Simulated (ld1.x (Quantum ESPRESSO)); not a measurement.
# Before and after: PAW potential for S

```json
{
  "Element": "sulfur (S)",
  "Generator": "ld1.x (Quantum ESPRESSO) 7.5",
  "Type": "PAW",
  "Functional": "PBEsol",
  "Relativity": "non-relativistic",
  "Frozen core": "[He]",
  "Valence charge": "14",
  "Reference configuration": "2s2 2p6 3s2 3p4",
  "Partial waves": "2s (bound): rcut 0.65, rcutus 0.75 bohr; 3s (bound): rcut 0.65, rcutus 0.75 bohr; 2p (bound): rcut 0.80, rcutus 1.00 bohr; 3p (bound): rcut 0.80, rcutus 1.00 bohr; 3d channel at 0.05 Ry: rcut 0.70, rcutus 0.75 bohr",
  "Local potential": "all-electron potential smoothed inside 0.90 bohr (lloc = -1)",
  "Core correction": "Bessel-smoothed model core inside 0.50 bohr",
  "Augmentation charge": "PSQ, inside the norm-conserving radii"
}
```

Change: waves 2s (bound): rcut 0.62, rcutus 0.66 bohr; 3s (bound): rcut 0.62, rcutus 0.66 bohr.

Cutoffs: the cutoffs (Ry, on a coarse ladder) from which the occupation-weighted sum of valence levels, in a spherical-Bessel basis at the reference potential, stays within 10 and 1 mRy of its value at 400 Ry; they do not see the model core or the augmentation charge, which bear on the density cutoff. Errors are all-electron minus pseudo energies relative to the spin-unpolarised reference configuration.

Task: How do hardness, ghosts and transferability respond?

Result: The potential gets neither clearly harder nor softer (140 Ry and 200 Ry → 140 Ry and 230 Ry); of the 7 tests that both files solve, the error grows in 3 and shrinks in 0 by more than 15 % and 0.3 meV (median size 1.1 → 1.1 meV); neither file shows a bound ghost. That the errors move this way runs against the usual rule that smaller radii transfer better.

| quantity | base | changed |
| --- | --- | --- |
| cutoff, loose | 140 Ry | 140 Ry |
| cutoff, tight | 200 Ry | 230 Ry |
| loose cutoff by channel (10 mRy a level) | s 140 Ry, p 80 Ry | s 110 Ry, p 80 Ry |
| bound ghosts | none | none |
| error for 2s2 2p6 3s2 3p3, meV [ΔE 11.75 eV] | -0.8 | -0.8 |
| error for 2s2 2p6 3s2 3p2, meV [ΔE 34.00 eV] | -3.3 | -3.9 |
| error for 2s2 2p6 3s2 3p1, meV [ΔE 68.01 eV] | -5.8 | -7.9 |
| error for 2s2 2p6 3s2 3p0, meV [ΔE 114.77 eV] | +1.7 | -4.5 |
| error for 2s2 2p6 3s0 3p6, meV [ΔE 20.42 eV] | -1.1 | -1.1 |
| error for 2s2 2p6 3s1 3p5, meV [ΔE 10.15 eV] | -0.3 | -0.3 |
| error for 2s2 2p6 3s2 3p4.3, meV [ΔE -1.70 eV] | 0.0 | 0.0 |
| s: phases at 1.10 bohr within 0.05 rad from the reference energy up to (Ry; the scan ends near 5) | to the end of the scan | to the end of the scan |
| p: phases at 1.10 bohr within 0.05 rad from the reference energy up to (Ry; the scan ends near 5) | 3.3 | 3.3 |
| d: phases at 1.10 bohr within 0.05 rad from the reference energy up to (Ry; the scan ends near 5) | to the end of the scan | to the end of the scan |
| lowest overlap eigenvalue by channel | s 0.29, p 0.84, d 0.97 | s 0.54, p 0.84, d 0.97 |
